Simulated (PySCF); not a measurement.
C₃H₇ClOSi.
Numbering: `[CH3:1][O:2]/[CH:3]=[CH:4]\[SiH2:5][Cl:6]` (hydrogens: H7, H8, H9 on C1; H10 on C3; H11 on C4; H12, H13 on Si5)

The calculation used PBE0-D3(BJ)/def2-SVP geometry optimisation, gas phase in PySCF.

Give the optimised bond lengths and angles.

| bond | length (pm) |
| --- | --- |
| C1–O2 | 140.5 |
| O2–C3 | 134.4 |
| C3=C4 | 134.0 |
| C4–Si5 | 185.4 |
| Si5–Cl6 | 207.9 |
| C1–H7, C1–H8, C1–H9 | 110.1 |
| C3–H10 | 110.0 |
| C4–H11 | 109.3 |
| Si5–H12, Si5–H13 | 149.1 |

Bonds in one row agree within 1 pm and their mean is given. A selection of angles:
| angle | degrees |
| --- | --- |
| O2–C1–H7 | 107.1 |
| O2–C1–H8 | 111.5 |
| H7–C1–H8 | 108.8 |
| C1–O2–C3 | 117.4 |
| O2–C3–C4 | 121.1 |
| O2–C3–H10 | 115.6 |
| C4–C3–H10 | 123.3 |
| C3–C4–Si5 | 120.9 |
| C3–C4–H11 | 117.9 |
| Si5–C4–H11 | 121.2 |
| C4–Si5–Cl6 | 107.8 |
| C4–Si5–H12 | 112.4 |
| C4–Si5–H13 | 112.7 |
| Cl6–Si5–H12 | 107.4 |
| H12–Si5–H13 | 108.9 |

Torsions: C1–O2–C3–C4 -176° (antiperiplanar); O2–C3–C4–Si5 1° (synperiplanar); C3–C4–Si5–Cl6 -178° (antiperiplanar). The mirror-image conformer, all signs reversed, is as good.

O2 (ether oxygen) is bent (angle 117.4°). Si5 (chlorine-bound silicon) is tetrahedral (angles from 107.3° to 112.7°). Of the pairs four or more bonds apart, H8···H10 is among the closest relative to their van der Waals radii: 2.47 Å, 103 % of the sum of Bondi's values. The 2 C–O bonds span 1.344 Å (O2–C3, drawn single) to 1.405 Å (C1–O2, drawn single), a spread of 0.061 Å.

Point group: near Cs, missed by 0.24 Å at most; the miss may be what the optimiser left on a soft mode. No PBE0-D3(BJ)/def2-SVP frequencies stand behind this structure, so it isn't proved a minimum. One conformer, not necessarily the lowest.
